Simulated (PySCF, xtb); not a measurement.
Sn(Cl)2(NH2)2 (Cl2H4N2Sn), SMILES [NH2][Sn]([NH2])([Cl])[Cl]. One conformer was computed; it need not be the lowest.

Harmonic wavenumbers (cm⁻¹) from GFN2-xTB (xtb 6.7.1) at its own minimum, in rising order: 75, 85, 103, 113, 122, 127, 148, 278, 319, 448, 509, 721, 733, 763, 791, 1450, 1459, 3371, 3372, 3403, 3404.

Question: What does r2SCAN-D4/def2-SVP run with PySCF give at its own minimum? (Estimate from the structure and the level; the computed values follow.)

Answer: 90, 117, 118, 140, 147, 153, 240, 358, 377, 553, 558, 661, 667, 863, 871, 1529, 1531, 3501, 3501, 3607, 3607. Paired by order, the mean absolute difference is 79 cm⁻¹ and the zero-point energies are 31.2 and 33.2 kcal/mol.
